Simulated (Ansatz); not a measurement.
The first iterations of a band of a periodic cell of 17 atoms, Si (host Si, host structure diamond, interstitial Si).

Method: Ansatz, DFT LDA, scalar-relativistic, plane waves, PAW. Settings: PAW set soft_1, cutoff 420 eV, k mesh 2x2x2, fermi-dirac smearing 0.05 eV, no spin polarisation.

* movable images: 5
* climbing image: yes
* spring: 5.0 eV/Å²
* optimiser: quadratic models (default)
* start path: IDPP
* force threshold: 0.05 eV/Å
* iteration limit: 80
* end points: relaxed

First end point:

```xyz
17
Lattice="0.0000 5.4300 5.4300 5.4300 0.0000 5.4300 5.4300 5.4300 0.0000" Properties=species:S:1:pos:R:3
Si 0.001 -0.002 0.001
Si 1.355 1.349 1.354
Si 2.720 2.711 0.037
Si 4.081 4.075 1.355
Si 2.719 0.032 2.716
Si 4.080 1.352 4.078
Si 5.399 2.714 2.717
Si 6.772 4.091 4.095
Si 0.039 2.712 2.718
Si 1.356 4.076 4.080
Si 2.720 5.394 2.719
Si 4.101 6.762 4.099
Si 2.720 2.715 5.398
Si 4.101 4.094 6.766
Si 5.441 5.429 5.434
Si 6.774 6.768 6.772
Si 8.156 8.145 8.149
```

Last end point:

Only the atoms that move by more than 0.05 Å are listed.
```
Si17 9.505 6.784 6.798
```

| iteration | highest image above the first end (eV) | largest band force component (eV/Å) |
| --- | --- | --- |
| 1 | 0.914 | 2.332 |
| 2 | 0.473 | 1.040 |

Task: Does the band converge within its limit, and where does its top end?

Result: The forces met the threshold. It ended after 8 iterations with the highest image 0.318 eV above the first end. By the program's own check the climbing image is of a kind that is not told: the force calls were inconclusive, a negative curvature could not be distinguished from the path's own, the only one lies far off the path, or fixed occupations may fill a level only in part (lowest curvatures found: -0.17 and 0.65 eV/Å²). Limits of this set-up: coarse k mesh, PAW files made for another functional, a small cell, in which the defect meets its images.

Run time: 6.2 min on 1 thread of Arm Neoverse V2, on a shared host, peak memory 0.76 GiB.
